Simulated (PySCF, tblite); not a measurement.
CH₈F₃NSi₃.
Atom-mapped SMILES: `[F:1][C:2]([F:3])([F:4])[SiH2:5][N:6]([SiH3:7])[SiH3:8]` (hydrogens: H9, H10 on Si5; H11, H12, H13 on Si7; H14, H15, H16 on Si8)

Structure used (GFN2-xTB), in Å, numbered top down from 1:
```xyz
16
CH8F3NSi3 angstrom
F      2.1855   -1.4403   -0.9773
C      2.2411   -0.5940    0.0708
F      3.5056   -0.1217    0.0877
F      2.1269   -1.3640    1.1733
Si     0.9698    0.8573   -0.0303
N     -0.6098    0.2271    0.1963
Si    -0.9693   -1.4600    0.6019
Si    -1.9491    1.3643    0.1136
H      1.1793    1.4043   -1.3713
H      1.4031    1.7659    1.0333
H     -2.4164   -1.5971    0.4353
H     -0.5819   -1.6838    1.9927
H     -0.2600   -2.3172   -0.3395
H     -2.6232    1.3752    1.4106
H     -1.3648    2.6682   -0.1863
H     -2.8443    0.9247   -0.9546
```

Computed, not measured: PBE0/pcSseg-1 in PySCF (dipole) on a GFN2-xTB geometry, gas phase.

Take the most abundant isotopes and a rigid rotor. The values belong to one conformer with, in the numbering `[F:1][C:2]([F:3])([F:4])[SiH2:5][N:6]([SiH3:7])[SiH3:8]`, C2–Si5–N6–Si7 5°.

Task: What are A, B and C (MHz)?

Result: Ia = 248.39, Ib = 694.55, Ic = 836.90 u·Å²; 505379 MHz·u·Å²/I gives A = 2035, B = 727.6, C = 603.9 MHz.

Task: What kind of rotor is it?

Result: An asymmetric top. Ray's parameter κ = (2B − A − C)/(A − C) = -0.827; −1 is the prolate and +1 the oblate limit.

Task: Is it planar, by Δ = Ic − Ia − Ib?

Result: Not planar: Δ = Ic − Ia − Ib = -106.03 u·Å². For a rigid frame Δ = −2 Σ m c², so Σ m c² = 53.02 u·Å² lies off the ab plane: 8.95 from hydrogen and 44.06 from heavier atoms. The atom farthest from that plane is 1.37 Å away.

Task: Where do the levels up to J = 5 lie, in K?

Result: Above 0(0,0), as E/k:
J = 1: 1(0,1) 0.064, 1(1,1) 0.127, 1(1,0) 0.133
J = 2: 2(0,2) 0.191, 2(1,2) 0.248, 2(1,1) 0.266, 2(2,1) 0.454, 2(2,0) 0.455
J = 3: 3(0,3) 0.381, 3(1,3) 0.431, 3(1,2) 0.467, 3(2,2) 0.646, 3(2,1) 0.648, 3(3,1) 0.975, 3(3,0) 0.975
J = 4: 4(0,4) 0.633, 4(1,4) 0.674, 4(1,3) 0.733, 4(2,3) 0.901, 4(2,2) 0.907, 4(3,2) 1.231, 4(3,1) 1.231, 4(4,1) 1.690, 4(4,0) 1.690
J = 5: 5(0,5) 0.945, 5(1,5) 0.977, 5(1,4) 1.066, 5(2,4) 1.220, 5(2,3) 1.234, 5(3,3) 1.552, 5(3,2) 1.552, 5(4,2) 2.011, 5(4,1) 2.011, 5(5,1) 2.601, 5(5,0) 2.601
Those of J = 1 are B + C, A + C and A + B.

Task: Which lines would a microwave search look for?

Result: The dipole components are |μa| = 2.63 D, |μb| = 0.57 D, |μc| = 0.05 D. The squared components, which scale the intensities, stand as 1.00 : 0.05 : 0.00 (a : b : c). Some lines, for components of 0.1 D or more:

```tsv
type	branch	J(Ka,Kc)	MHz	lower level (cm⁻¹)
a	Q	2(1,1) ← 2(1,2)	371	0.173
a	R	1(0,1) ← 0(0,0)	1332	0.000
b	R	2(0,2) ← 1(1,1)	1348	0.088
b	Q	1(1,0) ← 1(0,1)	1431	0.044
b	Q	2(1,1) ← 2(0,2)	1563	0.133
a	R	2(1,2) ← 1(1,1)	2539	0.088
b	R	1(1,1) ← 0(0,0)	2639	0.000
a	R	2(0,2) ← 1(0,1)	2655	0.044
a	R	2(1,1) ← 1(1,0)	2787	0.092
b	R	2(1,2) ← 1(0,1)	3846	0.044
b	Q	2(2,0) ← 2(1,1)	3929	0.185
b	Q	2(2,1) ← 2(1,2)	4292	0.173
b	R	2(2,1) ← 1(1,0)	6708	0.092
b	R	2(2,0) ← 1(1,1)	6840	0.088
```

Task: Estimate the classical rotational partition function at 25 K, 50 K and 500 K.

Result: Point group C1, symmetry number σ = 1; q = (√π/σ)·√((kT/h)³/(ABC)), k/h = 20836.6 MHz/K: 22300 at 25 K, 63000 at 50 K, 1990000 at 500 K.

Its GFN2-xTB frequencies are all real (lowest 26 cm⁻¹). Constants of a rigid frame at the computed geometry: no zero-point averaging, no centrifugal distortion. A rigid rotor knows nothing of internal rotation, which can split or shift real lines. Quadrupole hyperfine structure (14N) is left out.
